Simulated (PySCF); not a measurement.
Te(H)(SiH3), SMILES [SiH3][TeH], B3LYP/def2-SVP optimised geometry.

```
6

Te    -0.07    -1.55     0.00
H      1.60    -1.55     0.00
Si    -0.15     0.98     0.00
H      0.52     1.55    -1.20
H      0.47     1.55     1.23
H     -1.60     1.32    -0.03
```

Density from B3LYP/def2-TZVP, def2 effective core potentials past Kr in PySCF at that geometry. The core electrons that the potentials of Te replace are not part of the density.

Minimum of the electron density along straight lines between bonded atoms, close to the bond critical point (lines longer than 1.1 times the sum of covalent radii, or with two minima, are not listed):

```csv
bond,length / Å,ρ at the minimum / e bohr⁻³,∇²ρ there / e bohr⁻⁵,position (fraction from the first atom)
Te1–H2,1.673,…,…,0.63
Te1–Si3,2.530,0.079,…,0.59
Si3–H4,1.490,0.121,0.14,0.49
Si3–H5,1.490,0.121,0.14,0.49
Si3–H6,1.490,0.121,0.15,0.49
```

Fill in the missing entries.


- Te1–H2, ρ at the minimum / e bohr⁻³: 0.131
- Te1–H2, ∇²ρ there / e bohr⁻⁵: -0.04
- Te1–Si3, ∇²ρ there / e bohr⁻⁵: -0.11
